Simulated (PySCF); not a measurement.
A side-by-side comparison of computed properties.

First species: C2ClF5O2S.
InChI=1S/C2ClF5O2S/c3-11(9,10)2(7,8)1(4,5)6

Second species: C₅H₇F₃N₂.
SMILES: `N(CC(F)(F)F)/N=C\C=C`

Levels: PBE0/pcSseg-1 for dipole moment, HOMO energy, LUMO energy and HOMO–LUMO gap; GFN2-xTB for rotational constant A and rotational constant C. Geometries: GFN2-xTB. Each structure is a single optimised conformer of the isolated species, non-relativistic unless stated. Electronic properties by PySCF.

Dipoles, sizes and rotational constants follow the conformer. The torsions of the flexible species, by atom-mapped SMILES:
- `[O:1]=[S:2](=[O:3])([Cl:4])[C:5]([F:6])([F:7])[C:8]([F:9])([F:10])[F:11]`: O1–S2–C5–F6 157°, S2–C5–C8–F9 -83°
- `[CH2:1]=[CH:2]/[CH:3]=[N:4]\[NH:5][CH2:6][C:7]([F:8])([F:9])[F:10]`: C1–C2–C3–N4 180°, C3–N4–N5–C6 -161°, N4–N5–C6–C7 88°, N5–C6–C7–F8 -64°

```csv
property,column X,column Y
dipole moment,1.91 D,2.19 D
HOMO energy,-9.89 eV,-6.45 eV
LUMO energy,-2.17 eV,-1.18 eV
HOMO–LUMO gap,7.72 eV,5.27 eV
rotational constant A,1.487 GHz,3.168 GHz
rotational constant C,0.635 GHz,0.566 GHz
```

Task: Which column belongs to which species?

Result: Column X is the first species and column Y the second. The first has 11 atoms and 106 electrons, the second 17 and 78.

Task: How does each property change from the first species to the second?

Result: dipole moment +0.28 D; HOMO energy +3.44 eV; LUMO energy +0.99 eV; HOMO–LUMO gap -2.45 eV; rotational constant A +1.681 GHz; rotational constant C -0.069 GHz.

On the first: The dipole matches unit charges of opposite sign 0.40 Å apart (1 e·Å = 4.8032 D).

On the second: The dipole matches unit charges of opposite sign 0.46 Å apart (1 e·Å = 4.8032 D).
